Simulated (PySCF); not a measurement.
Pm(III) with more and more H2O

Computed with PySCF 2.14.0, PBE0, def2-SVP on the ligands, density fitting, scalar-relativistic core potentials, no spin-orbit coupling, vacuum. The metal has lcecp-1-SVP with ECP50. Each complex is relaxed within the symmetry of its template. Distances are means of the shortest metal–ligand contacts, charges and spins Mulliken's; removal energies are rigid, with the ligand's formal charge and no counterpoise, so too large; for an anion taken off a cation in vacuum most of it is the attraction of opposite charges, and multiply charged cations can part far more cheaply with an electron moved from ligand to metal. lcecp potentials hold a fixed number of 4f electrons in the core, out of states, spins and gaps.

**Question.** Order these by the metal–ligand distance, lowest first.
A. [Pm(H2O)2]3+
B. [Pm(H2O)3]3+
C. [Pm(H2O)4]3+
D. [Pm(H2O)]3+

**Answer.** D (2.247), A (2.284), B (2.323), C (2.354).

**Question.** What else do they give?

**Answer.** 
| complex | point group | M–H2O (Å) | charge on M (e) | removal of one H2O (eV) | strongest infrared band, degenerate modes summed (cm⁻¹) | unstable modes (below −25 cm⁻¹) |
| --- | --- | --- | --- | --- | --- | --- |
| [Pm(H2O)]3+ | C2v | 2.247 | 2.58 | 4.85 | 3419 | 0 |
| [Pm(H2O)2]3+ | C1 | 2.284 | 2.26 | 4.15 | 3507 | 0 |
| [Pm(H2O)3]3+ | D3 | 2.323 | 2.02 | 3.63 | 3581 | 0 (lowest -18 cm⁻¹, within noise) |
| [Pm(H2O)4]3+ | S4 | 2.354 | 1.81 | 3.25 | 3629 | 0 |

The more ligands, the longer each bond and the weaker the last ligand is held.

Members with unstable modes aren't minima as they stand: saddle points kept by symmetry or, where the modes are soft, flat surfaces and noise. Moved off a saddle point of the template and relaxed again: [Pm(H2O)2]3+, [Pm(H2O)3]3+, [Pm(H2O)4]3+. One start shape was tried for each, so a minimum needn't be the lowest isomer.
